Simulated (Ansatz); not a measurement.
Geometry optimisation, Ansatz 0.2.0, UKS PBE/def2-SVP.

input.yaml

```yaml
crystal:
  periodic: [false, false, false]
  atoms:
    - { symbol: Ti, position_ang: [0.017734, 0.02868, -0.02454] }
    - { symbol: Cl, position_ang: [0.248816, 0.394133, 2.257517] }
    - { symbol: F, position_ang: [1.586415, -0.054907, -0.754568] }
    - { symbol: F, position_ang: [-0.849437, 1.346427, -0.74018] }
    - { symbol: Cl, position_ang: [-1.053225, -1.828235, -0.418604] }
    - { symbol: O, position_ang: [-0.092884, -0.173317, 4.970059] }
    - { symbol: H, position_ang: [-0.62432, -0.95448, 4.679416] }
magnetization:
  spin_polarized: true
  initial_magnetization: 1
basis:
  gaussian: { orbitals: def2-SVP }
hamiltonian:
  xc: pbe
relax:
  f_tol: 0.03
  max_steps: 50
```

Launched with:

```bash
$ ansatz run input.yaml --threads 4 --pin off --max-ram 5120MiB --backend cpu --events-out ev --progress --plain --runs-dir out
```

**Question.** Where does it end, and by what steps?

**Answer.** It converged. The force dipped under the threshold on the way, but the program's further checks kept it going. After 35 steps the energy has fallen by 1.358 eV; O6 moved furthest, 2.27 Å. Joined: Ti1–O6 (5.00 → 1.93 Å).

| step | energy less start (eV) | largest force component (eV/Å) | accepted |
| --- | --- | --- | --- |
| 0 | 0.0000 | 1.434 | yes |
| 2 | -0.1094 | 0.166 | yes |
| 4 | -0.1135 | 0.029 | yes |
| 6 | -0.1238 | 0.205 | yes |
| 8 | -0.1401 | 0.248 | yes |
| 10 | -0.1556 | 0.337 | yes |
| 12 | -0.1651 | 0.224 | yes |
| 14 | -0.1809 | 0.252 | yes |
| 16 | -0.2222 | 1.457 | yes |
| 18 | -0.4153 | 0.450 | yes |
| 20 | -0.8349 | 0.651 | yes |
| 22 | -1.2028 | 1.327 | yes |
| 24 | -1.2698 | 0.413 | yes |
| 26 | -1.2983 | 0.193 | yes |
| 28 | -1.3286 | 0.177 | yes |
| 30 | -1.3437 | 0.266 | yes |
| 32 | -1.3547 | 0.117 | yes |
| 34 | -1.3576 | 0.040 | yes |
| 35 | -1.3582 | 0.023 | yes |

```xyz
7
Properties=species:S:1:pos:R:3
Ti -0.007 -0.183 0.884
Cl 0.634 1.627 2.442
F 1.540 -0.446 0.143
F -0.956 0.946 -0.043
Cl -1.156 -2.051 0.464
O -0.026 -0.673 2.754
H -0.796 -0.463 3.325
```

Whether the end is a true minimum wasn't checked by a vibrational analysis.

Time of the run: 2.9 min on 4 threads of Arm Neoverse V1 (shared host), peak memory 0.32 GiB.
